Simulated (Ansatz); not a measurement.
A first, cheap relaxation of `O[Si@H]1O[C@H]1F`.

```yaml
crystal:
  periodic: [false, false, false]
  atoms:
    - {symbol: O, position_ang: [-0.418300, 1.415700, 1.139800]}
    - {symbol: Si, position_ang: [0.549700, 0.528600, 0.224200]}
    - {symbol: O, position_ang: [0.134900, -1.054500, 0.477000]}
    - {symbol: C, position_ang: [-0.032000, -0.755600, -0.874500]}
    - {symbol: F, position_ang: [-1.434500, -0.740300, -1.267200]}
    - {symbol: H, position_ang: [-1.281400, 1.021000, 1.394600]}
    - {symbol: H, position_ang: [2.025800, 0.705200, 0.503600]}
    - {symbol: H, position_ang: [0.547900, -1.177200, -1.653500]}
basis:
  gaussian: {orbitals: def2-SVP}
hamiltonian: {xc: pbe, dispersion: d4}
relax: {f_tol: 0.03, max_steps: 200}
```

```sh
$ ansatz run in.yaml --threads 2 --pin off --events-out ev --progress --plain --max-ram 4352MiB
```

It prints (some lines left out):

```
Functional definition: PBE
mean field -15753.43871295 eV, -578.9281946365 hartree, gradient 4.1e-5 eV, S^2 0.000000; 0 other end points of the search recorded, 0 dependent functions left out
relax step   1: F+E_penalty+E_count = -15753.58989268 eV  Δ(F+E_penalty+E_count) = +0.000e0 eV  max|allowed force component| = 3.255e0 eV/Å  Δτ_max = 0.0000 Å  (27 SCF iters, accepted)
mean field -15753.89045239 eV, -578.9447957550 hartree, gradient 4.8e-6 eV, S^2 0.000000; 0 other end points of the search recorded, 0 dependent functions left out
relax step   2: F+E_penalty+E_count = -15754.04012659 eV  Δ(F+E_penalty+E_count) = -4.502e-1 eV  max|allowed force component| = 1.586e0 eV/Å  Δτ_max = 0.1021 Å  (30 SCF iters, accepted)
mean field -15754.03900788 eV, -578.9502550684 hartree, gradient 8.7e-6 eV, S^2 0.000000; 0 other end points of the search recorded, 0 dependent functions left out
relax step   3: F+E_penalty+E_count = -15754.18745455 eV  Δ(F+E_penalty+E_count) = -1.473e-1 eV  max|allowed force component| = 3.067e-1 eV/Å  Δτ_max = 0.1361 Å  (30 SCF iters, accepted)
mean field -15754.05320164 eV, -578.9507766793 hartree, gradient 7.7e-6 eV, S^2 0.000000; 0 other end points of the search recorded, 0 dependent functions left out
relax step   4: F+E_penalty+E_count = -15754.20149983 eV  Δ(F+E_penalty+E_count) = -1.405e-2 eV  max|allowed force component| = 1.767e-1 eV/Å  Δτ_max = 0.0606 Å  (29 SCF iters, accepted)
mean field -15754.04439437 eV, -578.9504530185 hartree, gradient 7.6e-6 eV, S^2 0.000000; 0 other end points of the search recorded, 0 dependent functions left out
relax step   5: F+E_penalty+E_count = -15754.19239533 eV  Δ(F+E_penalty+E_count) = +9.105e-3 eV  max|allowed force component| = 5.702e-1 eV/Å  Δτ_max = 0.1444 Å  (36 SCF iters, rejected (line search))
mean field -15754.05958325 eV, -578.9510111993 hartree, gradient 1.1e-5 eV, S^2 0.000000; 0 other end points of the search recorded, 0 dependent functions left out
relax step   6: F+E_penalty+E_count = -15754.20778156 eV  Δ(F+E_penalty+E_count) = -6.282e-3 eV  max|allowed force component| = 6.651e-2 eV/Å  Δτ_max = 0.0705 Å  (29 SCF iters, accepted)
mean field -15754.06032123 eV, -578.9510383196 hartree, gradient 8.1e-6 eV, S^2 0.000000; 0 other end points of the search recorded, 0 dependent functions left out
relax step   7: F+E_penalty+E_count = -15754.20872511 eV  Δ(F+E_penalty+E_count) = -9.436e-4 eV  max|allowed force component| = 6.725e-2 eV/Å  Δτ_max = 0.0428 Å  (29 SCF iters, accepted)
mean field -15754.06049788 eV, -578.9510448112 hartree, gradient 7.8e-6 eV, S^2 0.000000; 0 other end points of the search recorded, 0 dependent functions left out
relax step   8: F+E_penalty+E_count = -15754.20893546 eV  Δ(F+E_penalty+E_count) = -2.103e-4 eV  max|allowed force component| = 4.687e-2 eV/Å  Δτ_max = 0.0098 Å  (30 SCF iters, accepted)
mean field -15754.06075817 eV, -578.9510543768 hartree, gradient 7.8e-6 eV, S^2 0.000000; 0 other end points of the search recorded, 0 dependent functions left out
relax step   9: F+E_penalty+E_count = -15754.20912339 eV  Δ(F+E_penalty+E_count) = -1.879e-4 eV  max|allowed force component| = 7.664e-2 eV/Å  Δτ_max = 0.0083 Å  (31 SCF iters, accepted)
mean field -15754.06004897 eV, -578.9510283141 hartree, gradient 7.9e-6 eV, S^2 0.000000; 0 other end points of the search recorded, 0 dependent functions left out
relax step  10: F+E_penalty+E_count = -15754.20837889 eV  Δ(F+E_penalty+E_count) = +7.445e-4 eV  max|allowed force component| = 2.757e-1 eV/Å  Δτ_max = 0.0084 Å  (31 SCF iters, rejected (line search))
mean field -15754.06076533 eV, -578.9510546401 hartree, gradient 7.8e-6 eV, S^2 0.000000; 0 other end points of the search recorded, 0 dependent functions left out
relax step  11: F+E_penalty+E_count = -15754.20909569 eV  Δ(F+E_penalty+E_count) = +2.770e-5 eV  max|allowed force component| = 5.242e-2 eV/Å  Δτ_max = 0.0042 Å  (32 SCF iters, rejected (line search))
mean field -15754.06085323 eV, -578.9510578701 hartree, gradient 2.0e-5 eV, S^2 0.000000; 0 other end points of the search recorded, 0 dependent functions left out
relax step  12: F+E_penalty+E_count = -15754.20920640 eV  Δ(F+E_penalty+E_count) = -8.301e-5 eV  max|allowed force component| = 5.759e-3 eV/Å  Δτ_max = 0.0020 Å  (23 SCF iters, accepted)
mean field -15754.06085323 eV, -578.9510578701 hartree, gradient 2.0e-5 eV, S^2 0.000000; 1 other end points of the search recorded, 0 dependent functions left out
Total energy: -15754.20923363 eV, -578.9565107495 hartree
Atom 0 at    -0.385243     1.408323     1.270930 Å, force     0.003740     0.000870    -0.000716 eV/Å
Atom 1 at     0.587862     0.416284     0.361327 Å, force    -0.000749    -0.002663     0.004126 eV/Å
Atom 2 at     0.301655    -1.276374     0.362468 Å, force     0.000933     0.003144     0.000484 eV/Å
Atom 3 at    -0.066741    -0.732238    -0.918657 Å, force     0.004511    -0.005681     0.001096 eV/Å
Atom 4 at    -1.428697    -0.758391    -1.132815 Å, force    -0.005759     0.002791    -0.000546 eV/Å
Atom 5 at    -1.342579     1.246121     1.181617 Å, force    -0.003299    -0.000747    -0.000757 eV/Å
Atom 6 at     1.985314     0.860035     0.595832 Å, force    -0.000733     0.000635    -0.001614 eV/Å
Atom 7 at     0.440530    -1.220861    -1.776702 Å, force     0.001357     0.001651    -0.002073 eV/Å
Dipole moment:     0.066960     0.269856    -0.085965 e Å
```

Hardware: 2 threads of an Arm Neoverse V1 on a shared host. Wall time 20 s, peak host memory 0.15 GiB.
